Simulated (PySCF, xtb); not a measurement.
BClFH2N, SMILES NB(F)Cl. Other conformers were not sampled.

Harmonic wavenumbers (cm⁻¹) from GFN2-xTB (xtb) at its own minimum, in rising order: 284, 338, 449, 522, 561, 577, 839, 1112, 1373, 1505, 3511, 3557.

Problem. What does B3LYP-D3(BJ)/def2-SVP (PySCF) give at its own minimum? (The exact figures need the calculation; the answer reports its results.)

Solution. 321, 385, 456, 541, 596, 645, 894, 1240, 1431, 1595, 3605, 3715. Paired by order, the mean absolute difference is 66 cm⁻¹ and the zero-point energies are 20.9 and 22.1 kcal/mol.
